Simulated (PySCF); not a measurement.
C2H6B2O.
Structure used (PBE0-D3(BJ)/def2-SVP), in Å, numbered top down from 1:
```
atom  x, y, z in Å
B1     2.5806    0.0558   -0.0199
O2     1.3337   -0.4044    0.0436
B3     0.0683   -0.8515    0.0941
C4    -1.0776   -0.0786   -0.6082
C5    -2.3415   -0.5263   -0.5585
H6     2.9645    0.8192    0.8385
H7     3.2895   -0.3048   -0.9334
H8    -0.1451   -1.8767    0.7058
H9    -0.8687    0.8483   -1.1580
H10   -3.1758   -0.0071   -1.0428
H11   -2.5905   -1.4475   -0.0196
```

Computed with PySCF 2.14.0, density-fitted response routines, TDDFT CAM-B3LYP/def2-SVPD, vertical, gas phase, core orbitals frozen in the response.

Each state is given a Gaussian of 0.4 eV full width at half maximum, with ε(max) = 2.175×10⁸ f / Δν̃ (Δν̃ the width in cm⁻¹). The width is an assumption, not a result. The curve ends short of the highest state used, and states not computed would add to its high-energy end.

E (eV), ε (L mol⁻¹ cm⁻¹) and a bar:
```
     5.15          0 
     5.21          1 
     5.27          2 
     5.33          4 
     5.39          9 
     5.45         18 
     5.51         32 
     5.57         50 
     5.63         70 
     5.70         98 
     5.76        143 
     5.82        268 
     5.88        621 
     5.94       1505 #
     6.00       3411 ###
     6.06       6940 #####
     6.12      12525 ##########
     6.18      19978 ################
     6.24      28140 ######################
     6.30      34990 ###########################
     6.36      38406 ##############################
     6.42      37211 #############################
     6.48      31824 #########################
     6.54      24025 ###################
     6.60      16009 #############
     6.66       9417 #######
     6.72       4890 ####
     6.78       2242 ##
     6.84        910 #
     6.90        334 
     6.96        131 
     7.02        100 
     7.08        169 
     7.14        331 
     7.20        611 
     7.26       1060 #
     7.32       1769 #
     7.38       2902 ##
     7.44       4695 ####
     7.50       7363 ######
     7.56      10911 #########
     7.63      15606 ############
     7.69      19146 ###############
     7.75      21214 #################
```

(1) Locate the maxima and give the states behind the curve.

(2) On this curve, what absorbance would a 10⁻⁴ mol/L sample give at 222 nm over a 1 cm path?

(3) Coming from long wavelengths, where does ε first pass 100 L mol⁻¹ cm⁻¹?

Results:

(1) 194 nm (6.38 eV), ε about 39000, made up of S3 (100%) (ε in L mol⁻¹ cm⁻¹; maxima over ε = 5, shares over 10%). At its high-energy end, 7.75 eV, the curve is still rising (ε about 21000, from S6 and S8). The states used: S1 5.75 eV (f 0.0013); S2 5.98 eV (f 0.0000); S3 6.37 eV (f 0.572); S4 7.43 eV (f 0.019); S5 7.60 eV (f 0.0007); S6 7.75 eV (f 0.243); S7 7.80 eV (f 0.0087); S8 7.90 eV (f 0.087); S9 8.22 eV (f 0.0013); S10 8.35 eV (f 0.0037).

(2) 222 nm is 5.585 eV, where ε is about 55 L mol⁻¹ cm⁻¹, so A = ε c l ≈ 0.0055 (Beer–Lambert, with the gas-phase spectrum and the assumed width).

(3) At about 217 nm (5.70 eV), 0.05 eV below S1.

All these states lie below the vertical ionisation energy of 10.29 eV (ΔSCF).

One conformer stands for the species.
